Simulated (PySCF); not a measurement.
**SnO₂⁻: one-bond stretch**

All numbers come from UB3LYP/[Sn def2-SVPD with ECP28, O def2-SVPD], scalar-relativistic core potentials, density fitting, no spin–orbit coupling, PySCF.

Rigid scan from the doublet minimum (Sn–O 1.943 Å (×2); O–Sn–O 127.1°). Coordinate: the bond from Sn to the last atom (O) scaled, the rest fixed. Energies in kJ/mol from the minimum.

```tsv
scale of one bond	E (kJ/mol)	dipole size (D, about the centre of mass)	⟨S²⟩
0.92	31.8	3.34	0.76
0.96	6.7	3.46	0.76
1.00	0.0	3.59	0.77
1.05	7.0	3.71	0.77
1.12	28.9	3.75	0.77
1.20	55.0	3.78	0.76
1.35	96.8	4.45	0.76
1.55	143.2	–	0.78
1.80	185.3	–	0.82
2.20	221.9	–	0.95
```

No spin–orbit coupling is included, which matters more the heavier the element.

Other isomers or separated fragments may lie lower.
